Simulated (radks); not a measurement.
Neutral antimony is in [Kr] 4d10 5s2 5p3. Calculated with a radial shooting solver on a logarithmic mesh with Libxc functionals: scalar-relativistic Kohn-Sham, r2SCAN, spin-polarised, spherical densities, finite nucleus; meta-GGA in the generalised Kohn-Sham scheme; Fermi nuclear charge, rms radius of each element as measured or else 0.836 A^(1/3) + 0.57 fm. Open shells are filled with parallel spins first. One electron is removed from 5p, 5s, 4d, 4p in turn, with full relaxation. Which removal costs least, and what does each cost?

Answer. 5p 9.315 eV; 5s 14.871 eV; 4d 40.880 eV; 4p 111.98 eV. The 5p electron leaves first.
